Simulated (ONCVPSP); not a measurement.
# Which change was made? (Tc, ONCV)

ONCVPSP 4.0.1 input, shortened (lines: element, Z, core and valence counts, functional; n l f; lmax; l rc ep ncon nbas qcut; lloc lpopt rc5 dvloc0; l nproj debl; icmod fcfact rcfact), PBE, scalar-relativistic:

```
  Tc 43.00    6    3        4      upf
    1    0    2.00
    2    0    2.00
    2    1    6.00
    3    0    2.00
    3    1    6.00
    3    2   10.00
    4    0    2.00
    4    1    6.00
    4    2    4.00
    2
    0    1.25    0.00    4    7    4.00
    1    1.85    0.00    3    8    7.60
    2    1.40    0.00    4    7    6.70
    4    5    1.10    6.00
    0    2    3.40
    1    2    1.00
    2    1    1.00
    0    0.00    0.00
```

In the s channel the program set the typed energies aside and used -3.810, 0.250 Ha. In the p channel the program set the typed energies aside and used -2.770, 0.050 Ha.

Cutoffs, loose and tight: the cutoffs (Ha) at which the residual kinetic energy of the hardest occupied pseudo-wave falls to 1 and 0.1 mHa per electron. They do not see the model core or the augmentation charge, which bear on the density cutoff. Test errors are all-electron minus pseudo excitation energies from the reference, over the configurations 4s2 4p6 4d5 5s2; 4s2 4p6 4d5 5s1; 4s2 4p6 4d5; 4s2 4p6 4d5 5s1.5; variants that change the core or the reference have their own tests.

The base gives: outcome: generated, projector energies reset by the program; cutoff, loose: 79 Ha; cutoff, tight: 106 Ha; bound ghosts: none; GHOST(+) flags above zero: none; largest test error (meV): +6.4.

Task: After one change the result is: outcome: generated, projector energies reset by the program; cutoff, loose: 57 Ha; cutoff, tight: 68 Ha; bound ghosts: none; GHOST(+) flags above zero: s; largest test error (meV): +179. Which change was it?
A. all radii scaled by about 0.80 (s 1.00, p 1.48, d 1.12 bohr); local potential polynomial inside 0.88 bohr (lpopt 5, dvloc0 6 Ha)
B. all radii scaled by about 1.15 (s 1.44, p 2.12, d 1.60 bohr); local potential polynomial inside 1.26 bohr (lpopt 5, dvloc0 6 Ha)
C. all radii scaled by about 1.33 (s 1.66, p 2.46, d 1.86 bohr); local potential polynomial inside 1.46 bohr (lpopt 5, dvloc0 6 Ha)

Result: B. The others give: all radii scaled by about 0.80 (s 1.00, p 1.48, d 1.12 bohr); local potential polynomial inside 0.88 bohr (lpopt 5, dvloc0 6 Ha) → outcome: generated, projector energies reset by the program; cutoff, loose: 116 Ha; cutoff, tight: 133 Ha; bound ghosts: none; GHOST(+) flags above zero: s; largest test error (meV): +9.1 | all radii scaled by about 1.33 (s 1.66, p 2.46, d 1.86 bohr); local potential polynomial inside 1.46 bohr (lpopt 5, dvloc0 6 Ha) → outcome: generated, projector energies reset by the program; cutoff, loose: 37 Ha; cutoff, tight: 46 Ha; bound ghosts: none; GHOST(+) flags above zero: none; largest test error (meV): +7.6.
